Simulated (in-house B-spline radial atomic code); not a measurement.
**Ionising Cu⁺ with different functionals**

Computed with a radial B-spline atomic code at the basis-set limit: non-relativistic Hamiltonian, point nucleus, spin-polarised at highest spin, spherical fractional occupations for the functionals, and exact exchange of hybrids averaged over the configuration. The ionisation energy is the difference of two self-consistent energies, [Ar] 3d10 → [Ar] 3d9, without Breit or QED terms; ε is the level of the shell that loses the electron (its least bound occupied spin orbital).

```tsv
method	rung	ΔSCF (eV)	-ε(3d) (eV)
PBE0	global hybrid	20.50	15.95
B3LYP	global hybrid	20.87	15.73
TPSSh	global hybrid	20.75	14.44
M06-2X	global hybrid	19.83	18.75
BHandHLYP	global hybrid	19.88	18.31
r2SCAN0	global hybrid	20.54	16.01
B97-1	global hybrid	20.58	15.56
HSE06	range-separated hybrid	20.51	15.55
wB97X	range-separated hybrid	20.53	18.52
CAM-B3LYP	range-separated hybrid	20.82	17.68
LC-wPBE	range-separated hybrid	20.88	18.71
```

**Question.** Among the functionals, which spreads more, the ΔSCF values or the orbital energies?

**Answer.** The orbital energies: ΔSCF values span about 1.05 eV and the orbital energies 4.31 eV; here energy differences depend much less on the functional than eigenvalues do.

**Question.** How do they compare with the NIST value?

**Answer.** NIST lists 20.292 eV (measured, ground level to ground level). Errors run from -0.46 to +0.59 eV; PBE0 is closest (+0.21 eV), but part of that can be cancellation, since the calculations leave out relativity, Breit-QED terms, multiplet and fine-structure energies.
